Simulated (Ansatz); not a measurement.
Species: HSe, charge -1, singlet. HSe- (SMILES [SeH-]).
B3LYP-D3(BJ)/def2-TZVP minimum from Ansatz (an electronic-structure program):
```
Se
H 1 1.4783
```
Charge -1, spin multiplicity 1.

Total energies in aug-cc-pVQZ, 8 correlated electrons, 14 frozen orbitals. Radicals and triplets start from unrestricted determinants; spin-orbit coupling is neglected. Correlated methods leave the cores frozen (noble-gas shells, and filled d and f shells in the p block). No relativity.

```csv
method,program,energy (Eh),minus CCSDT(Q) (mEh)
HF,Ansatz,-2400.50194,214.62
MP2,Ansatz,-2400.69038,26.18
CCSD,Ansatz,-2400.70592,10.64
CCSD(T),Ansatz,-2400.71553,1.03
CCSDT(Q),Ansatz,-2400.71656,0.00
```

Rough core times of Ansatz's runs on a shared machine: CCSD(T) under 20 s, CCSDT(Q) 70 s.
